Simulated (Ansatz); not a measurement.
Consider the ligand exchange at a Cd–S bond: `[OH][Cd][SH]` + HBr → `[OH][Cd][Br]` + H₂S.

Program: Ansatz. Geometries: PBE0-D4/def2-TZVP. ΔE: electronic, gas phase. CCSD(T)/CBS adds triple-zeta CCSD(T) − MP2 to the extrapolated MP2 energy (def2 sets, frozen cores). This one scheme is used for every species. Functionals use def2-TZVPP. HSE06 is defined as in plane-wave codes. Elements past krypton have def2 core potentials. For Br, Cd outer-core shells are correlated without core-valence functions, which leaves a few kJ/mol of doubt a bond. Scalar relativity is left out up to krypton. Each species was taken in one conformer, which may not be the lowest.

(1) Is it downhill or uphill in electronic energy at CCSD(T)/CBS, and by how much? (Best estimate.)

(2) What do these levels give: PBE-D4, BLYP-D4, PBE0-D4, r2SCAN0-D4, HSE06-D4, CAM-B3LYP-D4, ωB97X-V, B2PLYP, HF/def2-SVP, MP2/def2-TZVPP, SCS-MP2/def2-TZVPP, MP2/CBS(def2)? (Best estimate.)

Largest T1 diagnostic among the species: 0.015.

Results:

(1) Computed: Downhill: ΔE = -12.3 kcal/mol.

(2) The calculation gave: PBE-D4 -10.4, BLYP-D4 -10.9, PBE0-D4 -11.9, r2SCAN0-D4 -12.6, HSE06-D4 -11.9, CAM-B3LYP-D4 -12.5, ωB97X-V -12.9, B2PLYP -12.2, HF/def2-SVP -16.9, MP2/def2-TZVPP -11.0, SCS-MP2/def2-TZVPP -11.9, MP2/CBS(def2) -11.5 kcal/mol.

Leaving LDA and LC-ωPBE aside and taking each functional with its dispersion term where it has one, the values, not all of them listed here, spread over 3.6 kcal/mol, from BHLYP-D4 to PBE-D4. LDA lies +1.4 kcal/mol from PBE without D4. In def2-TZVPP, CCSD(T) changes the Hartree–Fock value by +5.7 kcal/mol (the triples alone add +0.8 kcal/mol) and MP2 by +6.5 kcal/mol. At CCSD(T), def2-SVP lies −0.8 kcal/mol from the extrapolated value and def2-TZVPP +0.5 kcal/mol.
